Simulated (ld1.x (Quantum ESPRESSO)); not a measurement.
What one change does to a pseudopotential (fluorine, TM semilocal)

- Element: fluorine
- Generator: ld1.x (Quantum ESPRESSO) 7.5
- Type: norm-conserving Troullier–Martins (semilocal form)
- Functional: PBE
- Relativity: scalar-relativistic
- Frozen core: [He]
- Valence charge: 7
- Reference configuration: 2s2 2p5
- Partial waves: 2s (bound): rc 0.60 bohr; 2p (bound): rc 1.70 bohr; 3d channel at 0.35 Ry: rc 1.85 bohr
- Local potential: the d channel
- Core correction: none

All-electron outer shells of the reference configuration (PBE, scalar-relativistic, ld1.x):

```tsv
shell	level (eV)	outermost node (bohr)	outermost maximum (bohr)
1s	-663.37	–	0.11
2s	-29.90	0.24	0.76
2p	-11.11	–	0.71
```

Change: wave 2s (bound): rc 0.60 bohr becomes 2s (bound): rc 0.56 bohr.

Cutoffs: the cutoffs (Ry, on a coarse ladder) from which the occupation-weighted sum of valence levels, in a spherical-Bessel basis at the reference potential, stays within 10 and 1 mRy of its value at 400 Ry; they do not see the model core or the augmentation charge, which bear on the density cutoff. Errors are all-electron minus pseudo energies relative to the spin-unpolarised reference configuration.

Problem. Predict the effect on cutoff, ghosts and configuration errors.

Solution. The potential gets harder (180 Ry and 260 Ry → 200 Ry and 300 Ry); of the 7 tests that both files solve, the error grows in 0 and shrinks in 1 by more than 15 % and 0.3 meV (median size 195.6 → 192.8 meV); neither file shows a bound ghost. A smaller radius makes the pseudo-wave follow the all-electron one further in, where it bends more sharply, so more plane waves are needed. A semilocal file is local in each channel, so a ghost entry of none says nothing of the separable form that plane-wave codes build from it.

```csv
quantity,base,changed
"cutoff, loose",180 Ry,200 Ry
"cutoff, tight",260 Ry,300 Ry
loose cutoff by channel (10 mRy a level),"s 90 Ry, p 45 Ry","s 180 Ry, p 45 Ry"
bound ghosts,none,none
"error for 2s2 2p4, meV [ΔE 19.39 eV]",-0.7,-0.3
"error for 2s2 2p3, meV [ΔE 57.78 eV]",+246,+249
"error for 2s2 2p2, meV [ΔE 118.41 eV]",+1386,+1394
"error for 2s2 2p5.3, meV [ΔE -2.67 eV]",-2.5,-2.5
"error for 2s2 2p1, meV [ΔE 204.21 eV]",+4375,+4394
"error for 2s1 2p5, meV [ΔE 38.49 eV]",-196,-193
"error for 2s2 2p4.5, meV [ΔE 7.54 eV]",-5.1,-5.0
s: phases at 2.01 bohr within 0.05 rad from the reference energy up to (Ry; the scan ends near 5),to the end of the scan,to the end of the scan
p: phases at 2.01 bohr within 0.05 rad from the reference energy up to (Ry; the scan ends near 5),1.2,1.2
d: phases at 2.01 bohr within 0.05 rad from the reference energy up to (Ry; the scan ends near 5),to the end of the scan,to the end of the scan
```
